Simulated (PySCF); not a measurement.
Molecule: `O=CC1=CCC1=O`, C5H4O2.

Geometry (Å), atoms numbered from 1 in this order:
```xyz
11

O     2.688   -1.021   -0.159
C     2.005   -0.030   -0.141
C     0.548   -0.025   -0.040
C    -0.400   -0.987    0.056
C    -1.566   -0.038    0.108
C    -0.478    1.056   -0.003
O    -0.485    2.246   -0.041
H     2.444    0.984   -0.201
H    -0.357   -2.060    0.087
H    -2.259   -0.089   -0.731
H    -2.134   -0.033    1.038
```

Frames of a GFN2-xTB Langevin trajectory at 200 K; GIAO PBE0/pcSseg-1 shieldings in PySCF, gas phase, non-relativistic; equivalent atoms averaged within each frame.

References, each an isolated molecule treated in the same way: ¹⁷O (σ = 336.08 ppm) vs H2O; ¹³C (σ = 186.93 ppm), ¹H (σ = 31.72 ppm) against TMS. The references are static minima.

Problem. How do the shifts (ppm) fluctuate along the trajectory?

Solution. 
```csv
time (fs),O1,O7,C2,C4,C6,C3,C5,H8,H9,H10/H11
250,790.3,643.1,198.6,189.9,188.9,153.6,48.1,10.00,9.63,3.26
425,677.8,627.0,183.4,178.2,192.8,158.7,47.8,9.81,9.00,2.93
625,712.3,585.5,184.1,174.3,187.6,158.8,55.1,9.90,9.16,4.08
800,752.4,628.6,192.3,177.3,196.6,159.0,58.1,10.17,9.24,3.95
1000,741.5,639.9,190.9,164.7,200.9,163.3,58.7,10.04,8.37,4.06
mean of frames,734.9,624.8,189.8,176.9,193.3,158.7,53.6,9.99,9.08,3.66
standard deviation,42.4,23.1,6.3,9.0,5.5,3.5,5.3,0.14,0.46,0.53
```

5 frames give an uncertainty of the mean of about the standard deviation over 2.2 at best, since frames this close in time may not be independent; classical motion lacks zero-point vibration, and the reference would need the same averaging.
